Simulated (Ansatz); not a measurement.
An input meant for ScCl₃⁻ (charge -1, doublet).

```yaml
crystal:
  periodic: [false, false, false]
  atoms:
    - {symbol: Sc, position_ang: [0.000353, -0.000038, -0.006170]}
    - {symbol: Cl, position_ang: [2.271038, -0.025465, 0.021988]}
    - {symbol: Cl, position_ang: [-1.113565, 1.979019, -0.012002]}
    - {symbol: Cl, position_ang: [-1.157827, -1.953525, -0.003825]}
basis:
  gaussian: {orbitals: cc-pVTZ}
total_charge: -1
magnetization: {spin_polarized: true, initial_magnetization: 1}
hamiltonian: {xc: {name: PBE0}, dispersion: d2}
scf: {lower_state_search: light}
```

```sh
$ ansatz run in.yaml --threads 2 --pin off --events-out ev --progress --plain --max-ram 4352MiB
```

Shortened log:

```
Error: YAML parse error: error: line 12 column 45: hamiltonian.dispersion: `d2` is not `none`, `rvv10`, `d3bj`, `d3bjatm`, `d4` or a map `{method: …, s8: …, a1: …, a2_bohr: …}` (numbers without units, a2 in bohr) or `{method: …, functional: …}`
10 | total_charge: -1
11 | magnetization: {spin_polarized: true, initial_magnetization: 1}
12 | hamiltonian: {xc: {name: PBE0}, dispersion: d2}
13 | scf: {lower_state_search: light}
```

Task: Something in this input is off. What?

Result: The program holds no damping parameters for this pairing of functional and dispersion term, so they'd have to be typed. The program refused the input.
